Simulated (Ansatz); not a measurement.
A nudged elastic band was laid between two geometries of BFH3N + H2S (9 atoms, charge 0, multiplicity 1).

Method: Ansatz, RKS PBE-D4/def2-SVP.

| Item | Value |
| --- | --- |
| movable images | 9 |
| climbing image | yes |
| spring | 5.0 eV/Å² |
| optimiser | quadratic models (default) |
| start path | through a guess of the saddle point |
| force threshold | 0.05 eV/Å |
| iteration limit | 60 |
| end points | relaxed |

Image 0:

```xyz
9
Properties=species:S:1:pos:R:3
B 0.051 -0.253 0.290
N 0.084 -0.408 1.686
H -0.759 -0.478 2.258
H 0.955 -0.532 2.201
H 1.068 -0.231 -0.373
F -1.145 -0.131 -0.325
S -0.647 3.192 0.855
H -1.471 2.380 0.138
H -0.247 2.135 1.617
```

Image 10:

```xyz
9
Properties=species:S:1:pos:R:3
B -0.084 0.488 0.177
N -0.008 0.161 1.837
H -0.768 -0.488 2.093
H 0.890 -0.255 2.122
H 0.991 0.105 -0.281
F -1.211 -0.224 -0.227
S -0.222 2.390 0.026
H -1.565 2.445 0.258
H -0.134 1.053 2.342
```

(1) What changes between the two ends?

(2) What energy profile does the band end with?

(3) What is the geometry of the highest image?

## Answers

(1) Bonds broken: S7–H9. Bonds formed: B1–S7, N2–H9. BFH3N + H2S becomes BFH5NS.

(2) The run converged. The highest image is number 6 of 0 to 10, 0.69 eV above the first end and 0.86 eV above the last; the last end lies 0.17 eV below the first. Beside the main top the profile has a ripple of under 15 meV (maxima at images 6, 9), which may be a very shallow well or noise. A vibrational analysis at the climbing image gives one clearly imaginary mode, 862i cm⁻¹: a first-order saddle point. The orbitals stay closed-shell, which can raise the energy where a bond breaks towards radicals; this wasn't checked here.

```json
{"image": "0", "path coordinate (Å)": "0.00", "energy (eV)": "0.00", "S7–H9 (Å)": "1.36", "B1–S7 (Å)": "3.56", "N2–H9 (Å)": "2.57"}
{"image": "1", "path coordinate (Å)": "0.29", "energy (eV)": "0.00", "S7–H9 (Å)": "1.36", "B1–S7 (Å)": "3.53", "N2–H9 (Å)": "2.47"}
{"image": "2", "path coordinate (Å)": "0.58", "energy (eV)": "0.02", "S7–H9 (Å)": "1.36", "B1–S7 (Å)": "3.37", "N2–H9 (Å)": "2.37"}
{"image": "3", "path coordinate (Å)": "0.86", "energy (eV)": "0.07", "S7–H9 (Å)": "1.37", "B1–S7 (Å)": "3.11", "N2–H9 (Å)": "2.21"}
{"image": "4", "path coordinate (Å)": "1.15", "energy (eV)": "0.21", "S7–H9 (Å)": "1.38", "B1–S7 (Å)": "2.83", "N2–H9 (Å)": "1.99"}
{"image": "5", "path coordinate (Å)": "1.44", "energy (eV)": "0.48", "S7–H9 (Å)": "1.43", "B1–S7 (Å)": "2.54", "N2–H9 (Å)": "1.73"}
{"image": "6", "path coordinate (Å)": "1.73", "energy (eV)": "0.69", "S7–H9 (Å)": "1.56", "B1–S7 (Å)": "2.30", "N2–H9 (Å)": "1.45"}
{"image": "7", "path coordinate (Å)": "2.20", "energy (eV)": "0.12", "S7–H9 (Å)": "2.00", "B1–S7 (Å)": "2.04", "N2–H9 (Å)": "1.09"}
{"image": "8", "path coordinate (Å)": "2.67", "energy (eV)": "-0.16", "S7–H9 (Å)": "2.54", "B1–S7 (Å)": "1.92", "N2–H9 (Å)": "1.03"}
{"image": "9", "path coordinate (Å)": "3.13", "energy (eV)": "-0.16", "S7–H9 (Å)": "2.80", "B1–S7 (Å)": "1.91", "N2–H9 (Å)": "1.03"}
{"image": "10", "path coordinate (Å)": "3.60", "energy (eV)": "-0.17", "S7–H9 (Å)": "2.68", "B1–S7 (Å)": "1.91", "N2–H9 (Å)": "1.03"}
```

(3) 
```xyz
9
Properties=species:S:1:pos:R:3:forces:R:3
B -0.018 0.173 0.270 -0.01 -0.01 0.00
N -0.017 0.067 1.800 0.00 0.01 0.00
H -0.861 -0.365 2.198 0.01 0.00 0.00
H 0.823 -0.335 2.230 -0.01 -0.01 0.00
H 1.053 0.060 -0.300 0.00 0.00 0.00
F -1.149 -0.297 -0.323 0.01 0.01 0.00
S -0.234 2.456 0.404 0.00 -0.01 0.00
H -1.596 2.406 0.434 0.00 0.00 0.00
H -0.113 1.508 1.633 0.00 0.01 0.00
```

Time of the run: 2.7 min on 2 threads of Arm Neoverse V2, with other jobs on the host, peak memory 0.12 GiB.
